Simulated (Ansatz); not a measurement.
`C[CH2][In@-]1([Cl])[SH+][In@-]([Cl])([CH2]C)[SH+]1`. Total charge 0; spin multiplicity 1. Correlated methods include outer-core shells of In, which these sets cover unevenly. In: def2 effective core potential.

```xyz
22

C     1.046    2.160   -0.955
C    -0.292    2.860   -0.775
In   -1.812    1.592    0.071
Cl   -4.026    2.128    0.583
S    -2.030   -0.639   -1.225
In   -1.252   -1.840    0.934
Cl   -3.236   -2.713    1.800
C     0.638   -2.832    0.659
C     1.708   -1.937    0.054
S    -0.984    0.396    2.214
H     0.973    1.296   -1.622
H     1.792    2.834   -1.388
H     1.455    1.804   -0.005
H    -0.203    3.725   -0.114
H    -0.683    3.222   -1.727
H    -0.791   -0.567   -1.744
H     0.445   -3.704    0.029
H     0.939   -3.206    1.640
H     1.919   -1.066    0.679
H     1.423   -1.566   -0.935
H     2.653   -2.475   -0.070
H     0.317    0.529    1.898
```

(1) Give the diagnostics of a CCSD(T)/def2-TZVPP run (frozen core, the Gaussian-basis code of Ansatz). (Best estimate.)

Results:

(1) Ansatz gave: T1 = 0.0121, largest single amplitude 0.025, largest double 0.020, (T) share of the correlation energy 4.0 %, 8 CCSD cycles. The RHF solution is stable towards an unrestricted one. T1 lies under the customary mark of 0.02 for closed shells.
